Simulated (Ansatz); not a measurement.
`F[SiH](F)S[SiH2]Cl` → `F[SiH](F)S` + `[SiH]Cl` at 500 K and 1 bar (silylene formation by 1,1-elimination).

Computed with Ansatz on PBE0-D4/def2-TZVP structures; ΔE is electronic, products minus reactants. CBS: MP2 limit from def2 TZ/QZ plus the TZ coupled-cluster correction, frozen cores. This one scheme is used for every species. One conformer a species, not always the lowest.

```json
{"species": "`F[SiH](F)S[SiH2]Cl`", "CCSD(T)/CBS energy (Eh)": "-1637.34667", "H − E (kJ/mol)": "150.2", "S (J/(mol·K))": "473.4"}
{"species": "`F[SiH](F)S`", "CCSD(T)/CBS energy (Eh)": "-887.80771", "H − E (kJ/mol)": "99.2", "S (J/(mol·K))": "360.5"}
{"species": "`[SiH]Cl`", "CCSD(T)/CBS energy (Eh)": "-749.43948", "H − E (kJ/mol)": "39.6", "S (J/(mol·K))": "274.0"}
```

H − E and S are ideal-gas, rigid-rotor, harmonic terms from PBE0-D4/def2-TZVP, for one conformer and one mirror image of each species. 1 Eh = 2625.50 kJ/mol, R = 8.31446 J/(mol·K).

Question: By hand: ΔE, ΔH, ΔS and ΔG.

Answer: ΔE = (-887.80771) + (-749.43948) − (-1637.34667) = 0.09948 Eh = 261.2 kJ/mol. Δ(H − E) = 99.2 + 39.6 − 150.2 = -11.4, so ΔH = 249.8 kJ/mol. ΔS = 360.5 + 274.0 − 473.4 = 161.1 J/(mol·K). ΔG = 249.8 − 500 × (161.1)/1000 = 169.2 kJ/mol.

Question: By hand: the equilibrium constant, and the temperature at which ΔG would vanish if ΔH and ΔS stayed fixed.

Answer: log₁₀ K = −ΔG/(RT ln 10) = -17.7. ΔG = 0 at ΔH/ΔS = 1551 K.

The number of gas molecules changes by +1, which sets the sign of ΔS. A doubt of 5 kJ/mol in ΔE shifts log₁₀ K by 0.5 here. Other conformers and mirror images would add mixing entropy, several J/(mol·K) or more a flexible species. Modes under 60 cm⁻¹, often nearly free rotors, make the harmonic entropy too high. These are equilibria of isolated gas molecules and say nothing of rates. Largest T1 diagnostic: 0.013 (customary marks: 0.02 for closed shells, 0.045 for open ones).
